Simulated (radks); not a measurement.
Species: Xe+. Configuration: [Kr] 4d10 5s2 5p5.

Method: scalar-relativistic Kohn-Sham, PBE, spin-unpolarised, spherical densities, point nucleus; hard spherical wall at 7 bohr; computed with a radial shooting solver on a logarithmic mesh with Libxc functionals.

Energy parts (Ry):
| part | energy |
|---|---|
| total | -14893.67929 |
| kinetic | 15662.86789 |
| electron-nucleus | -36010.66815 |
| Hartree | 5826.64912 |
| exchange-correlation | -372.52815 |

Orbitals (lengths in bohr, moments of r in powers of bohr; <r^-3> diverges for s and p1/2):
| orbital | occ. | eigenvalue (Ry) | <r^-3> |
|---|---|---|---|
| 1s | 2 | -2527.147 | - |
| 2s | 2 | -393.9261 | - |
| 2p | 6 | -353.5304 | 6170 |
| 3s | 2 | -81.16272 | - |
| 3p | 6 | -68.11794 | 1191 |
| 3d | 10 | -48.77991 | 164.0 |
| 4s | 2 | -15.24951 | - |
| 4p | 6 | -11.11915 | 237.9 |
| 4d | 10 | -5.09887 | 25.30 |
| 5s | 2 | -2.13454 | - |
| 5p | 5 | -1.24742 | 26.68 |
| 6s | 0 | -0.30906 | - |
| 5d | 0 | -0.27099 | 1.293 |
| 4f | 0 | 0.19225 | 0.2786 |

The highest occupied level is 5p at -16.972 eV. The density falls to 0.001 e/bohr^3 at r = 4.11 bohr. The pressure on the wall is 0.0832 GPa. Summed over all electrons, <r^2> = 50.64 bohr^2, which gives a Langevin (diamagnetic) susceptibility term of -40.1 x 10^-6 cm^3/mol.
